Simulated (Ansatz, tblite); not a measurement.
Removing and adding an electron: `CCCCCCCCCC[SeH]`. Total charge 0; singlet. Geometry: PBE-D4/def2-SVP. Ansatz, gas phase; energy differences of separate SCF runs; the oxidised species was run as a doublet alone; the reduced species was run as a doublet alone.

Cartesian coordinates in Å:
```
C -2.6486 4.3660 1.3981
C -2.2199 2.9128 1.1886
C -1.1897 2.4325 2.2179
C -0.7754 0.9610 2.0835
C -0.0293 0.6148 0.7902
C 0.4460 -0.8392 0.7282
C 1.1796 -1.1972 -0.5670
C 1.6497 -2.6534 -0.6182
C 2.4537 -3.0277 -1.8717
C 1.7464 -2.7867 -3.2053
Se 0.0202 -3.7759 -3.2768
H -1.7814 5.0560 1.3273
H -3.1021 4.5129 2.4010
H -3.3943 4.6896 0.6438
H -1.8095 2.7951 0.1620
H -3.1121 2.2481 1.2320
H -0.2825 3.0766 2.1538
H -1.6017 2.5995 3.2381
H -1.6794 0.3152 2.1675
H -0.1326 0.6872 2.9495
H 0.8472 1.2942 0.6804
H -0.6780 0.8195 -0.0902
H 1.1085 -1.0478 1.5993
H -0.4288 -1.5175 0.8504
H 0.5039 -0.9938 -1.4274
H 2.0551 -0.5198 -0.6965
H 0.7631 -3.3221 -0.5312
H 2.2724 -2.8716 0.2771
H 3.3994 -2.4393 -1.8896
H 2.7571 -4.0951 -1.8069
H 1.5288 -1.7113 -3.3595
H 2.3720 -3.1412 -4.0467
H -0.2379 -3.4414 -4.7016
```

The xTB rows come from tblite. HOMO above LUMO, or a gap near zero within one spin, warns that the state may not be the lowest or that an electron is smeared out.

```csv
level,−HOMO (eV),vertical IE (eV),−LUMO (eV),vertical EA (eV),HOMO–LUMO gap (eV),IE − EA (eV),remarks
GFN1-xTB,10.21,13.51,5.36,2.49,4.86,11.02,–
GFN2-xTB,9.95,12.43,6.04,3.44,3.91,8.99,–
PBE-D4/def2-SVP,5.04,8.09,0.54,-1.68,4.50,9.77,"HOMO above zero (-1 doublet), gap within one spin near zero (+1 doublet), gap within one spin near zero (-1 doublet)"
PBE0-D4/def2-SVP,6.27,8.57,-0.37,-2.01,6.63,10.59,HOMO above zero (-1 doublet)
```

Relaxing the oxidised species (PBE-D4/def2-SVP) changes its energy by -0.07 eV at PBE-D4/def2-SVP, so the adiabatic ionisation energy to this nearest minimum is 8.02 eV. At PBE0-D4/def2-SVP it is 8.54 eV. The gap within one spin of the relaxed charge 1 doublet nearly closes, so an electron or hole may be smeared out by delocalisation error.  Relaxing the reduced species (PBE-D4/def2-SVP) changes its energy by -0.49 eV at PBE-D4/def2-SVP, so the adiabatic electron affinity to this nearest minimum is -1.19 eV. On the way the bond Se11–H33 breaks. At PBE0-D4/def2-SVP it is -1.27 eV. The highest occupied level of the relaxed charge -1 doublet lies above zero (up to 2.56 eV). By energy differences, losing it releases 1.19 eV (each at its own geometry, to the charge 0 singlet, at PBE-D4/def2-SVP).     A HOMO above zero means that the electron is unbound at that level or that self-interaction error raises the level; the energy of removing that electron tells which. Raw xTB energy differences between charge states are shifted by several eV; the methods need an empirical correction for them. Sets without diffuse functions give affinities that are too small. A negative affinity means that the extra electron isn't bound; its size then hangs on the basis.
